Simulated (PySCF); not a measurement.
Compound: C₅H₄F₃S (charge -1).
SMILES with atom numbers: `[F:1][C:2]([F:3])=[C:4]([F:5])[C:6]1([S-:7])[CH2:8][CH2:9]1` (hydrogens: H10, H11 on C8; H12, H13 on C9)

Geometry (GFN2-xTB, Å), atoms numbered from 1 in this order:
```xyz
13
C5H4F3S angstrom
F      3.2448   -0.7263    0.0379
C      1.9457   -0.5682   -0.3045
F      1.6585   -1.3880   -1.3279
C      1.0801    0.2686    0.2701
F      1.5432    0.9657    1.3456
C     -0.2837    0.5731   -0.1882
S     -0.1717    1.9721   -1.2761
C     -1.2602   -0.5547   -0.3973
C     -1.4308    0.3775    0.7685
H     -1.9459   -0.4589   -1.2259
H     -0.9318   -1.5682   -0.2073
H     -1.2210    0.0068    1.7640
H     -2.2314    1.1009    0.7235
```

Mayer bond orders were computed from the PBE0/pcSseg-1 density (PySCF). Geometry: GFN2-xTB, one conformer, isolated ion. The pcSseg-1 basis has no diffuse functions, a weakness for an anion.

Task: The orders 0.89, 0.99, 1.17, 1.72 belong to the bonds C2–F3, C2–C4, C6–S7, C6–C8, in another order. Match them.

Result: C6–C8 0.89; C2–F3 0.99; C6–S7 1.17; C2–C4 1.72.

Task: Set the orders of all bonds between heavy atoms beside their lengths and the difference of the ESP-fitted charges at their ends.

Result: 
| bond | Mayer order | length (Å) | q(first) − q(second) (e) |
| --- | --- | --- | --- |
| C2–C4 | 1.717 | 1.334 | +0.075 |
| C6–S7 | 1.166 | 1.776 | +0.756 |
| C4–C6 | 1.002 | 1.471 | +0.135 |
| C8–C9 | 0.988 | 1.502 | -0.113 |
| C2–F3 | 0.987 | 1.342 | +0.381 |
| F1–C2 | 0.949 | 1.353 | -0.413 |
| C4–F5 | 0.925 | 1.363 | +0.339 |
| C6–C8 | 0.886 | 1.506 | +0.403 |
| C9–C6 | 0.874 | 1.506 | -0.290 |

For a closed shell the Mayer order of atoms A and B is Σ (PS)μν (PS)νμ over the basis functions μ on A and ν on B, with P the density and S the overlap matrix.
